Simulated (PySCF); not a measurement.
**Electronic structure of S(2+) (sulfur, charge +2) at the UHF level**

Configuration: [Ne] 3s2 3p2, high-spin 3P determinant. All numbers are calculated (PySCF 2.14, scalar relativity by spin-free X2C-1e, in jorge-DZP-DKH).

* Total energy: -397.403983 hartree
* One-electron energy: -536.6732 hartree
* Hartree (Coulomb) energy: 163.7871 hartree
* Exchange energy: -24.5178 hartree
* ⟨S²⟩: 2.0087
* ⟨L²⟩: 2.025
* Sum of ⟨r⟩: 10.51 bohr
* Sum of ⟨r²⟩: 15.14 bohr²
* Traceless quadrupole moment −½Σ⟨3z² − r²⟩ along its main axis: 1.45 e·bohr²
* Langevin diamagnetic susceptibility: -12.0 ×10⁻⁶ cm³/mol
* Time after the integrals: 0.06 s of wall time on 1 thread of Neoverse-V1 (shared host)

| shell | electrons | mean orbital energy (eV) | spread (eV) | rms radius, mean of both spins (bohr) |
| --- | --- | --- | --- | --- |
| 1s α | 1 | -2538.2 | 0 | 0.112 |
| 1s β | 1 | -2537.5 | 0 | 0.112 |
| 2s α | 1 | -272.38 | 0 | 0.516 |
| 2s β | 1 | -271.70 | 0 | 0.516 |
| 2p α | 3 | -208.04 | 0.623 | 0.491 |
| 2p β | 3 | -206.82 | 0.747 | 0.491 |
| 3s α | 1 | -48.591 | 0 | 1.71 |
| 3s β | 1 | -41.964 | 0 | 1.71 |
| 3p α | 2 | -34.663 | 0 | 1.91 |

Densities and radii are taken from the X2C orbitals without a picture-change correction, which distorts them close to the nucleus.
